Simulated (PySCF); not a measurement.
## Excited states of Be (beryllium, neutral)

Ground state [He] 2s2, ¹S. Calculation: PySCF 2.14, in aug-cc-pVDZ with one added diffuse shell each of s, p, d type (5s4p3d, 32 functions); the non-relativistic Hamiltonian (point nucleus). Vertical excitation energies in eV without spin-orbit coupling; excited terms of each kind are numbered among those the solver found. Frozen: nothing.

```json
{"term": "1 3P°", "leading excitation": "2s → p", "EOM-EE-CCSD": "2.727", "measured centre of gravity (NIST)": "2.725 (2s2p)"}
{"term": "1 1P°", "leading excitation": "2s → p", "EOM-EE-CCSD": "5.391", "measured centre of gravity (NIST)": "5.277 (2s2p)"}
{"term": "1 3S", "leading excitation": "2s → s", "EOM-EE-CCSD": "6.460", "measured centre of gravity (NIST)": "6.457 (2s3s)"}
{"term": "1 1S", "leading excitation": "2s → s", "EOM-EE-CCSD": "6.763", "measured centre of gravity (NIST)": "6.779 (2s3s)"}
{"term": "2 3P°", "leading excitation": "2s → p", "EOM-EE-CCSD": "7.308", "measured centre of gravity (NIST)": "n/a"}
{"term": "2 1P°", "leading excitation": "2s → p", "EOM-EE-CCSD": "7.466", "measured centre of gravity (NIST)": "n/a"}
{"term": "1 3D", "leading excitation": "2s → d", "EOM-EE-CCSD": "7.808", "measured centre of gravity (NIST)": "n/a"}
{"term": "2 3S", "leading excitation": "2s → s", "EOM-EE-CCSD": "7.998", "measured centre of gravity (NIST)": "n/a"}
{"term": "2 1S", "leading excitation": "2s → s", "EOM-EE-CCSD": "8.120", "measured centre of gravity (NIST)": "n/a"}
{"term": "1 1D", "leading excitation": "2s → d", "EOM-EE-CCSD": "8.307", "measured centre of gravity (NIST)": "n/a"}
```

Only the lower part of the computed list is shown. Doubly excited terms such as np² are absent. The solver can miss terms. Rydberg members are limited by the diffuse functions of the basis.
